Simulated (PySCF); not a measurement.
# A ladder of Hamiltonians for Nb³⁹⁺ (niobium, charge +39)

Occupied: 1s1/2. Hartree-Fock calculated with PySCF 2.14 in an even-tempered Gaussian basis (19 s from 5.9 bohr⁻², ratio 2.3; 14 p from 7.1 bohr⁻², ratio 2.3), Gaussian nucleus throughout. NR is non-relativistic, sf-X2C the spin-free one-electron X2C Hamiltonian, X2C adds the bare one-electron spin-orbit term, X2C-SNSO screens it by Boettger's factors, DC is four-component Dirac-Coulomb, and the Gaunt and Breit terms are added at first order (total energies over the DC spinors, levels after relaxing the spinors in that mean field). QED terms are absent. Levels marked empty are virtual spinors of this ion.

| level (eV) | NR | sf-X2C | X2C | X2C-SNSO |
| --- | --- | --- | --- | --- |
| 1s1/2 | -22178.1 | -22677.8 | -22677.8 | -22677.8 |
| 2s1/2 (empty) | -5280.6 | -5429.4 | -5429.4 | -5429.4 |
| 2p1/2 (empty) | -5204.8 | -5267.1 | -5349.6 | -5347.5 |
| 2p3/2 (empty) | -5204.8 | -5267.1 | -5228.9 | -5229.8 |
| 3s1/2 (empty) | -2328.9 | -2380.9 | -2380.9 | -2380.9 |

Q: Where do the four-component calculations put these levels?

A: 1s1/2: DC -22689.9, DC+Gaunt -22665.1, DC+Breit -22665.1; 2s1/2 (empty): DC -5430.5, DC+Gaunt -5427.9, DC+Breit -5428.2; 2p1/2 (empty): DC -5346.7, DC+Gaunt -5341.1, DC+Breit -5342.0; 2p3/2 (empty): DC -5230.7, DC+Gaunt -5227.8, DC+Breit -5228.7; 3s1/2 (empty): DC -2381.2, DC+Gaunt -2380.5, DC+Breit -2380.6 (eV).

```csv
Hamiltonian,E (hartree),E − E(DC) (hartree),CPU seconds
NR,-1655.4605,38.4969,0.53
sf-X2C,-1693.5067,0.4507,0.25
X2C,-1693.5067,0.4507,0.26
X2C-SNSO,-1693.5067,0.4507,0.27
DC,-1693.9575,0.0000,8.2
DC+Gaunt,-1693.0361,0.9213,15
DC+Breit,-1693.0361,0.9213,110
```

Weight of the small component: 1s1/2 0.0226, 2s1/2 0.00534, 2p1/2 0.00530, 2p3/2 0.00518, 3s1/2 0.00234.

Koopmans' value for the highest occupied level at DC+Breit: 22665.1 eV, against an ionisation energy of 22648.0 eV (theoretical estimate listed by NIST; NIST Atomic Spectra Database, ionization energies); the former lacks relaxation, correlation, QED and recoil.

The whole ladder took 140 s of wall time on 1 thread of Intel(R) Xeon(R) Platinum 8175M CPU @ 2.50GHz (shared host), launched as `OMP_NUM_THREADS=1 python relrun2.py TASK.json OUT` (a driver that calls PySCF for each Hamiltonian).

Dirac-Coulomb iterations, started from the X2C spinors:

```
with_ssss True, with_gaunt False, with_breit False
light speed = 137.03599967994
init E= -1688.83035310633
cycle= 1 E= -1693.95743248923  delta_E= -5.13  |g|= 0.499  |ddm|= 0.0236
cycle= 2 E= -1693.9574554931  delta_E= -2.3e-05  |g|= 0.00123  |ddm|= 0.000126
cycle= 3 E= -1693.95745549342  delta_E= -3.2e-10  |g|= 3.32e-06  |ddm|= 1.19e-06
```
